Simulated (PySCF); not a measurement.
**Electron correlation in Be (beryllium, neutral)**

[He] 2s2, closed-shell 1S. All numbers are calculated (PySCF 2.14, no relativity, point nucleus, in aug-cc-pVDZ). Frozen: 1s2; 2 electrons correlated.

Total MP2 correlation energy: -25.77 mhartree.

Same-spin part 0.00 and opposite-spin part -25.77 mhartree; SCS-MP2 scales them by 1/3 and 6/5 to -30.93 mhartree.

With two correlated electrons CCSD is exact within the correlated space (frozen core and kept virtual orbitals).

```csv
level,correlation energy (mhartree)
CCSD,-44.52
```

Diagnostics: T1 = 0.019, D1 = 0.0275, largest double amplitude 0.123.

Cost of the coupled-cluster step: 0.1 s of wall time on 1 thread of Neoverse-N1 (shared host), for 2 correlated electrons.
